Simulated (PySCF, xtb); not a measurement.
C3H9S, SMILES C[S+](C)C, charge +1.

Harmonic wavenumbers (cm⁻¹) from GFN2-xTB (xtb 6.7.1) at its own minimum, in rising order: 120, 176, 177, 248, 248, 299, 686, 730, 731, 862, 895, 895, 984, 984, 1005, 1325, 1325, 1331, 1392, 1412, 1412, 1418, 1418, 1431, 3050, 3050, 3051, 3055, 3060, 3061, 3062, 3063, 3065.

**Question.** What does PBE-D3(BJ)/def2-SVP in PySCF give at its own minimum? (An estimate is asked for; the answer gives what the named calculation found.)

**Answer.** 164, 205, 205, 256, 256, 286, 633, 706, 706, 854, 898, 898, 1010, 1010, 1016, 1275, 1275, 1311, 1364, 1377, 1377, 1385, 1385, 1397, 2990, 2992, 2992, 3119, 3120, 3120, 3122, 3124, 3124. Paired by order, the mean absolute difference is 35 cm⁻¹ and the zero-point energies are 70.1 and 70.0 kcal/mol.
